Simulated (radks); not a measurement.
Question: The mean radii <r> (bohr) of the occupied orbitals of an atom or ion are listed with their occupations. Method: Dirac Kohn-Sham, BLYP, spin-unpolarised, spherical densities, point nucleus; computed with a radial shooting solver on a logarithmic mesh with Libxc functionals.

| orbital | occ. | <r> |
|---|---|---|
| 1s1/2 | 2 | 0.02001 |
| 2s1/2 | 2 | 0.08429 |
| 2p1/2 | 2 | 0.07007 |
| 2p3/2 | 4 | 0.07746 |
| 3s1/2 | 2 | 0.2205 |
| 3p1/2 | 2 | 0.2102 |
| 3p3/2 | 4 | 0.2241 |
| 3d3/2 | 4 | 0.1972 |
| 3d5/2 | 6 | 0.2015 |
| 4s1/2 | 2 | 0.4941 |
| 4p1/2 | 2 | 0.5012 |
| 4p3/2 | 4 | 0.5314 |
| 4d3/2 | 4 | 0.5510 |
| 4d5/2 | 6 | 0.5610 |
| 5s1/2 | 2 | 1.059 |
| 4f5/2 | 3.85714 | 0.6187 |
| 4f7/2 | 5.14286 | 0.6241 |

Name the element and its charge. Open shells, if any, are shared by 2j + 1.

Answer: Z = 69, thulium, charge +12: Tm12+ in [Kr] 4d10 4f9 5s2. The 1s radius gives Z: for a bare nucleus <r> = (2 gamma + 1)/(2Z) with gamma = sqrt(1 - (Z/c)^2), 0.01977 bohr for Z = 69, and screening makes it slightly larger (0.02001 here). The occupations add up to 57, and the charge is Z minus that.
